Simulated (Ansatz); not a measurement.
Another site gives an ion 0.76 eV lower (`[H]/[O+]=C\O`) at the level frozen-core CCSD(T)/cc-pVTZ // PBE0-D4/def2-TZVP (Ansatz, a first-principles code).

Species: CH₃O₂, SMILES `O=C[OH2+]` (not the most basic site; O–C–O–H torsion 12°) (charge 1, multiplicity 1).

Problem. Give a relaxed geometry from PBE0-D4/def2-TZVP (Ansatz).

Solution. This is not unique; one that fits is the end point of this relaxation, one of several conformers (outside a Z-matrix the atoms follow the SMILES, hydrogens last).
Z-matrix (Å, degrees):
```
O
H 1 0.9745
H 1 0.9759 2 112.64
C 1 1.6146 2 121.32 3 141.84
O 4 1.1393 1 115.84 2 -153.35
H 4 1.0910 5 139.61 1 176.95
```
